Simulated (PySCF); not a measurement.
# Nickel: a sound run and one with changed settings

Sound run: Ni [Ar] 3d8 4s2, Ni⁺ [Ar] 3d9. Calculation: PySCF 2.14, in cc-pVDZ-DK (6s5p3d1f, 43 functions); scalar relativity by spin-free X2C-1e. In the sound run the correlated levels freeze [Ar]. The sound run starts from symmetry-adapted Hartree-Fock orbitals and uses a fine grid where one is needed.

A second run was set up differently.

```csv
species,method,sound run (hartree),changed run (hartree),converged
Ni,MP2,-1519.36999,-1519.59195,yes
Ni⁺,MP2,-1519.11490,-1519.35039,yes
```

Ionisation energy of Ni:

```
 method  sound run (eV)  changed run (eV)
    UHF           8.182             8.182
    MP2           6.941             6.573
SCS-MP2           7.181             6.920
```

What was changed?
A. all electrons correlated in a valence basis
B. basis contracted for another Hamiltonian
C. minimal basis
D. a valence shell is frozen

A. A valence basis has no tight correlating functions, so it recovers only part of the core correlation, and not evenly between atom and ion.
